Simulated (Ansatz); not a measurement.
Geometry optimisation, RKS BHLYP/def2-SVP (Ansatz 0.2.0).

input.yaml

```yaml
crystal:
  periodic: [false, false, false]
  atoms:
    - { symbol: B, position_ang: [-1.0717, 2.1622, 1.8949] }
    - { symbol: Se, position_ang: [-0.3203, 0.3637, 2.0352] }
    - { symbol: C, position_ang: [-0.1501, 0.2259, 0.0912] }
    - { symbol: Ge, position_ang: [0.7489, -1.4855, -0.3353] }
    - { symbol: "N", position_ang: [0.8702, -1.6455, -2.1979] }
    - { symbol: H, position_ang: [-0.4208, 3.1744, 1.8887] }
    - { symbol: H, position_ang: [-2.261, 2.3346, 1.7621] }
    - { symbol: H, position_ang: [0.5838, 1.05, -0.2743] }
    - { symbol: H, position_ang: [-1.1064, 0.3173, -0.3424] }
    - { symbol: H, position_ang: [2.0674, -1.6081, 0.3672] }
    - { symbol: H, position_ang: [-0.2567, -2.6319, 0.2016] }
    - { symbol: H, position_ang: [-0.0623, -1.4937, -2.5758] }
    - { symbol: H, position_ang: [1.3993, -0.7982, -2.5004] }
basis:
  gaussian: { orbitals: def2-SVP }
hamiltonian:
  xc: { name: BHLYP }
relax:
  f_tol: 0.015
  max_steps: 40
```

Launched with:

```bash
$ ansatz run input.yaml --threads 2 --pin off --max-ram 3072MiB --backend cpu --events-out ev --progress --plain --runs-dir out
```

Where does it end, and by what steps?

The run ended unconverged. The force dipped under the threshold on the way, but the program's further checks kept it going. After 39 steps the energy has fallen by 1.281 eV; H6 moved furthest, 1.90 Å.

```
step  energy less start (eV)  largest force component (eV/Å)  accepted
   0                  0.0000                           3.096       yes
   2                 -0.3611                           0.464       yes
   4                 -0.4375                           0.813       yes
   6                 -0.7094                           1.112       yes
   8                 -1.0677                           0.504       yes
  10                 -1.2111                           0.348       yes
  12                 -1.2358                           0.082       yes
  14                 -1.2428                           0.037       yes
  16                 -1.2451                           0.073       yes
  18                 -1.2461                           0.050       yes
  20                 -1.2470                           0.062       yes
  22                 -1.2478                           0.126       yes
  24                 -1.2487                           0.199       yes
  26                 -1.2519                           0.090       yes
  28                 -1.2567                           0.135       yes
  30                 -1.2617                           0.225       yes
  32                 -1.2655                           0.087       yes
  34                 -1.2709                           0.184       yes
  36                 -1.2768                           0.103       yes
  38                 -1.2774                           0.068       yes
  39                 -1.2808                           0.142       yes
```

```xyz
13
Properties=species:S:1:pos:R:3
B -1.249 1.781 2.096
Se 0.552 1.469 1.588
C 0.378 0.748 -0.229
Ge 0.564 -1.215 -0.288
N 0.530 -1.917 -1.977
H -1.420 2.223 3.194
H -2.151 1.559 1.344
H 1.157 1.222 -0.832
H -0.591 1.057 -0.624
H 1.912 -1.592 0.332
H -0.605 -1.831 0.486
H -0.344 -1.865 -2.477
H 1.287 -1.674 -2.597
```

Time of the run: 7.9 min on 2 threads of Intel(R) Xeon(R) Platinum 8259CL CPU @ 2.50GHz (Skylake/Cascade Lake) (shared host), peak memory 0.51 GiB.
